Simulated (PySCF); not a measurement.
**Predicted spectroscopic data**

[PySCF 2.14: coordinates at the GFN2-xTB level; NMR shieldings at PBE0/pcSseg-1/GIAO; fast rotation and ring inversion assumed for equivalent nuclei; relativity neglected; isolated molecule; one computed conformer]

Scale: 1H (σ = 31.72 ppm), 13C (σ = 186.93 ppm) vs TMS (reference shieldings calculated alike). Splittings of carbon signals by F and P are missing where no couplings were computed. Where no couplings were computed, multiplicities follow the n + 1 count of equivalent neighbours, and m marks all less simple cases (inequivalent or close neighbours, rings, F or P nearby). Shifts are as computed. Against solution values, carbons near 30 ppm lie about +3 ppm off and those near 130 ppm about +5 ppm. Of 1211 compounds with measured shifts, 218 miss one by over three times the rms of a fit or turn the order of signals round; such compounds aren't used in these exercises.

Compound 1 (C₆H₈N₂). 1H NMR (600 MHz, computed): δ 6.70 (m, 1H), 6.46 (m, 1H), 6.36 (m, 1H), 6.28 (m, 1H), 6.14 (m, 1H), 5.79 (m, 1H), 5.78 (m, 1H), 5.68 (m, 1H). 13C{1H} NMR (computed): δ 134.6 (CH), 133.7 (CH), 126.5 (CH2), 126.4 (C), 123.0 (CH2), 112.5 (CH2). Structure: `C=CC(C=C)=NN=C`.

Compound 2 (C₄H₃F₃N₂O₂). 1H NMR (600 MHz, computed): δ 2.61 (s, 3H). 13C{1H} NMR (computed): δ 177.0 (C), 173.3 (C), 129.1 (C), 14.6 (CH3). Structure: SMILES Cc1noc(OC(F)(F)F)n1.
